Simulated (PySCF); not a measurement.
C₇H₁₁BSi.
Bonds: Si1–C2, C2–C3, C3–C4 (double), C4–C5, C5–C6 (double), C6–C7, C7–C8 (double), C8–B9, C3–B9. Hydrogens: H10, H11, H12 on Si1; H13, H14 on C2; H15 on C4; H16 on C5; H17 on C6; H18 on C7; H19 on C8; H20 on B9.

Level: PBE0/pcSseg-1 in PySCF, non-relativistic, on one gas-phase PBE0-D3(BJ)/def2-SVP geometry that isn't relaxed in the solvent. The solvent is an IEF-PCM continuum (van der Waals radii × 1.2). Specific hydrogen bonds and non-electrostatic terms are outside this model.

Gas phase at PBE0/pcSseg-1: HOMO -6.79 eV, LUMO -1.97 eV, dipole 1.90 D.

Q: What does the continuum do to the energy, the frontier levels and the dipole at PBE0/pcSseg-1 in tetrahydrofuran and dimethylsulfoxide?

A: 
```csv
solvent,ε,E(solvent) − E(gas) (kJ/mol),polarisation term (kJ/mol),distortion of the solute (kJ/mol),HOMO (eV),LUMO (eV),dipole (D)
tetrahydrofuran,7.426,-10.90,-12.68,1.78,-6.77,-1.94,2.58
dimethylsulfoxide,46.83,-13.70,-16.57,2.87,-6.79,-1.95,2.76
```

The polarisation term is half the interaction of the solute with the surface charges that it induces; the rest is the cost of distorting the solute's density. The sum is the electrostatic part of solvation alone. From tetrahydrofuran to dimethylsulfoxide the lowering changes by a factor 1.26, Onsager's factor (ε − 1)/(2ε + 1) by 1.19 and ε itself by 6.3.

Q: Which radius a makes the point-dipole formula ΔE = −[(ε − 1)/(2ε + 1)]·μ²/a³ give the value in dimethylsulfoxide, with the gas-phase dipole?

A: μ = 0.747 au and |ΔE| = 0.00522 Eh give a = 1.97 Å; the farthest nucleus lies 4.40 Å from the centroid of the nuclei, so such a sphere wouldn't even hold the nuclei. The formula assumes a rigid point dipole at the centre of a sphere.

Q: Which IAO charges (PBE0/pcSseg-1) respond most in dimethylsulfoxide (means over atoms taken as equivalent)?

A: 
| atoms | environment | gas (e) | solvent (e) | change |
| --- | --- | --- | --- | --- |
| B9 | ring boron | -0.014 | -0.033 | -0.019 |
| C8 | unsaturated ring CH carbon | -0.233 | -0.248 | -0.015 |
| H16 | vinylic hydrogen | +0.153 | +0.168 | +0.015 |
| H15 | vinylic hydrogen | +0.137 | +0.152 | +0.015 |
| H17 | vinylic hydrogen | +0.152 | +0.166 | +0.014 |
| H18 | vinylic hydrogen | +0.147 | +0.159 | +0.012 |
| H20 | B–H hydrogen | -0.009 | -0.020 | -0.011 |
| H13/H14 | methylene hydrogen | +0.152 | +0.160 | +0.008 |
| C6 | unsaturated ring CH carbon | -0.139 | -0.145 | -0.006 |
| Si1 | SiH3 silicon | +0.601 | +0.607 | +0.006 |
| C3 | unsaturated ring carbon | -0.053 | -0.057 | -0.004 |
| C4 | unsaturated ring CH carbon | -0.119 | -0.123 | -0.004 |

Q: Which Mayer bond orders change most in dimethylsulfoxide?

A: 
| bond | length (Å) | gas | solvent | change |
| --- | --- | --- | --- | --- |
| C8–B9 | 1.520 | 1.129 | 1.153 | +0.024 |
| C7–C8 | 1.377 | 1.604 | 1.589 | -0.015 |
| C3–C4 | 1.384 | 1.504 | 1.490 | -0.014 |
| B9–C3 | 1.539 | 1.034 | 1.048 | +0.014 |
| C5–C6 | 1.378 | 1.573 | 1.563 | -0.010 |
| C6–C7 | 1.416 | 1.325 | 1.331 | +0.006 |
| Si1–C2 | 1.898 | 0.884 | 0.889 | +0.005 |
| Si1–H12 | 1.493 | 0.946 | 0.941 | -0.005 |

Shape of the structure used: `[SiH3:1][CH2:2][C:3]1=[CH:4][CH:5]=[CH:6][CH:7]=[CH:8][BH:9]1`: Si1–C2–C3–C4 -93°.
